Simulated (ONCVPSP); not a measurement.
Bi: one change to an ONCV potential, before and after

bismuth, optimised norm-conserving Vanderbilt (ONCV), made with ONCVPSP 4.0.1 (PBE, fully relativistic). Core [Kr] 4d10 4f14, reference 5s2 5p6 5d10 6s2 6p1 (charge +2). Waves: 5s+6s: rc 1.60 bohr, ncon 3, nbas 7, qcut 9.1 1/bohr, 2 projectors; 5p+6p: rc 1.60 bohr, ncon 4, nbas 8, qcut 8.3 1/bohr, 2 projectors; 5d: rc 1.30 bohr, ncon 4, nbas 8, qcut 7.3 1/bohr, 2 projectors, debl 2.2 Ha. Local part: polynomial inside 0.80 bohr (lpopt 5, dvloc0 -1 Ha). Core correction: Teter function, fcfact 3.75, rcfact 1.35.

Open shells are filled in proportion to 2j + 1.

All-electron outer shells of the reference configuration (PBE, scalar-relativistic, ld1.x):

```csv
shell,level (eV),outermost node (bohr),outermost maximum (bohr)
4d,-447.68,0.19,0.38
5s,-175.36,0.44,0.77
4f,-170.21,–,0.34
5p,-113.42,0.48,0.86
5d,-44.53,0.51,1.03
6s,-30.71,0.98,1.83
6p,-19.19,1.14,2.27
```

Change: all radii but the core radius scaled by about 0.79 (s 1.26, p 1.26, d 1.02 bohr); local potential polynomial inside 0.62 bohr (lpopt 5, dvloc0 -1 Ha).

Cutoffs: the cutoffs (Ha) at which the residual kinetic energy of the hardest occupied pseudo-wave falls to 1 and 0.1 mHa per electron; they do not see the model core or the augmentation charge, which bear on the density cutoff. Errors are all-electron minus pseudo energies relative to the spin-unpolarised reference configuration.

**Question.** How do hardness, ghosts and transferability respond?

**Answer.** The potential gets harder (27 Ha and 44 Ha → 33 Ha and 116 Ha); the bound ghosts move from s to p, s; of the 4 tests that both files solve, the error grows in 4 and shrinks in 0 by more than 15 % and 0.3 meV (median size 0.6 → 1.2 meV). A smaller radius makes the pseudo-wave follow the all-electron one further in, where it bends more sharply, so more plane waves are needed. That the errors move this way runs against the usual rule that smaller radii transfer better.

| quantity | base | changed |
| --- | --- | --- |
| cutoff, loose | 27 Ha | 33 Ha |
| cutoff, tight | 44 Ha | 116 Ha |
| loose cutoff by channel | s 27 Ha, p 23 Ha, d 26 Ha | s 33 Ha, p 33 Ha, d 27 Ha |
| bound ghosts | s | s, p3/2, p1/2 |
| GHOST(+) flags under 300 eV | p3/2 at 125.5 eV | d5/2 at 221.5 eV, d3/2 at 295.0 eV |
| error for 5s2 5p6 5d10 6s2 6p3, meV [ΔE -23.48 eV] | -0.7 | -1.5 |
| error for 5s2 5p6 5d10 6s2 6p2, meV [ΔE -15.43 eV] | -0.4 | -0.9 |
| error for 5s2 5p6 5d10 6s2 6p0, meV [ΔE 23.56 eV] | 0.0 | +0.9 |
| error for 5s2 5p6 5d10 6s1 6p4, meV [ΔE -13.63 eV] | -1.4 | -1.9 |
| rms error of d²Exc/dni dnj with the model core, mHa | 3.54 | 3.76 |

 A true bound ghost makes a file unfit for plane-wave use even where its test errors are small: the radial tests pick states by their node count and pass the ghost by.
